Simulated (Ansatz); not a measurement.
Program: Ansatz 0.2.0.

CH$_{6}$N$_{2}$OSi (`N/C(O)=N\[SiH3]`) at its PBE0-D4/def2-TZVP geometry, where that method's forces vanish. The species carries charge 0 and has multiplicity 1.

```csv
atom,x (Å),y (Å),z (Å)
N1,1.400,-0.802,-0.058
C2,0.764,0.291,-0.546
O3,1.583,0.981,-1.363
N4,-0.427,0.675,-0.343
Si5,-1.643,-0.012,0.635
H6,0.965,-1.309,0.691
H7,2.396,-0.871,-0.167
H8,1.054,1.721,-1.684
H9,-1.135,-1.110,1.528
H10,-2.234,1.031,1.511
H11,-2.724,-0.595,-0.203
```

(1) For each bond, give half the difference of the two atoms' forces along it (eV/Å; positive pushes the atoms apart) under PBE-D4, r2SCAN-D4, B3LYP-D4, ωB97M-V in def2-TZVPP. (Estimate.)

Answers

(1) The calculation gave: 
```tsv
bond	length (Å)	PBE-D4	r2SCAN-D4	B3LYP-D4	ωB97M-V
N1–C2	1.355	0.01	0.06	0.15	0.18
N1–H6	1.004	0.15	-0.03	-0.08	-0.09
N1–H7	1.004	0.13	-0.04	-0.05	-0.07
C2–O3	1.347	0.39	0.26	0.26	0.14
C2–N4	1.268	0.41	0.15	-0.04	-0.10
O3–H8	0.965	0.36	0.00	-0.06	-0.09
N4–Si5	1.705	-0.08	-0.10	0.07	0.15
Si5–H9	1.503	0.07	-0.01	-0.06	-0.11
Si5–H10	1.485	0.05	-0.02	-0.10	-0.15
Si5–H11	1.487	0.06	-0.02	-0.09	-0.15
```

B3LYP here is the variant with VWN-RPA as its local correlation; programs differ in this.
